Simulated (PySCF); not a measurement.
# Radial density of Hf²⁺ (hafnium, charge +2)

UHF, [Xe] 4f14 5d1 6s1, high-spin 3D determinant (an excited configuration). All numbers are calculated (PySCF 2.14, scalar relativity through the core potential, in aug-cc-pwCVDZ-PP with ECP60MDF (6s6p5d3f, 70 functions)). This is the valence pseudo-density: the core potential removes the inner electrons and smooths the orbitals near the nucleus.

```tsv
r (bohr)	4πr²ρ (e/bohr)	4πr²(ρα − ρβ)
0.141	2.735e-05	0.0000
0.237	0.0001070	0.0000
0.398	0.02178	0.0011
0.670	2.244	0.0736
1.13	8.899	0.3647
1.90	2.948	0.7562
3.19	0.5821	0.5402
5.36	0.03942	0.0394
9.02	6.075e-05	0.0001
```

Energies and moments cover only the electrons outside the core potential. Spin-orbit coupling, absent here, splits the open shell strongly.
